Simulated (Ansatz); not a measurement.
Ligand exchange: C3H8Te + C2H9AsSi → C2H8SiTe + C3H9As

Species: C3H8Te `CC[Te]C`, singlet; C2H9AsSi `CC[AsH][SiH3]`, singlet; C2H8SiTe `CC[Te][SiH3]`, singlet; C3H9As `CC[AsH]C`, singlet. The partners trade CH3 for SiH3: Te–CH3 and As–SiH3 bonds give way to Te–SiH3 and As–CH3.

Shapes, held fixed at every level: PBE0-D4/def2-TZVP. Flexible molecules stand in one conformer, not always the lowest. Programs: Ansatz 0.2.0. The zero-point and thermal change to 298 K, harmonic and unscaled (PBE0-D4/def2-TZVP), is +0.9 kJ/mol.

```json
{"level": "HF/def2-TZVPP", "kind": "Hartree–Fock", "ΔH(298 K) (kJ/mol)": "-42.9", "less CCSD(T)/def2-TZVPP": "-6.8"}
{"level": "PBE-D4/def2-TZVPP", "kind": "GGA", "ΔH(298 K) (kJ/mol)": "-32.7", "less CCSD(T)/def2-TZVPP": "+3.4"}
{"level": "PBE0-D4/def2-TZVPP", "kind": "global hybrid", "ΔH(298 K) (kJ/mol)": "-36.0", "less CCSD(T)/def2-TZVPP": "+0.1"}
{"level": "wB97X-V/def2-TZVPP", "kind": "range-separated hybrid", "ΔH(298 K) (kJ/mol)": "-36.8", "less CCSD(T)/def2-TZVPP": "-0.7"}
{"level": "MP2/def2-SVP", "kind": "perturbation theory", "ΔH(298 K) (kJ/mol)": "-41.6", "less CCSD(T)/def2-TZVPP": "-5.5"}
{"level": "CCSD(T)/def2-SVP", "kind": "coupled cluster or CI", "ΔH(298 K) (kJ/mol)": "-39.6", "less CCSD(T)/def2-TZVPP": "-3.5"}
{"level": "CCSD/def2-TZVPP", "kind": "coupled cluster or CI", "ΔH(298 K) (kJ/mol)": "-37.1", "less CCSD(T)/def2-TZVPP": "-1.0"}
{"level": "CCSD(T)/def2-TZVPP", "kind": "coupled cluster or CI", "ΔH(298 K) (kJ/mol)": "-36.1", "less CCSD(T)/def2-TZVPP": "0.0"}
```

The highest level, CCSD(T)/def2-TZVPP, gives ΔH(298 K) = -36.1 kJ/mol; the levels span -42.9 to -32.7. The column of differences is taken from that level and isn't an error. No measured value is set beside it here. For atoms past krypton def2 sets carry core potentials with scalar relativity. Relativity is left out for As unless named. Correlated rows may include outer-core shells of As, Te, which these sets cover unevenly.
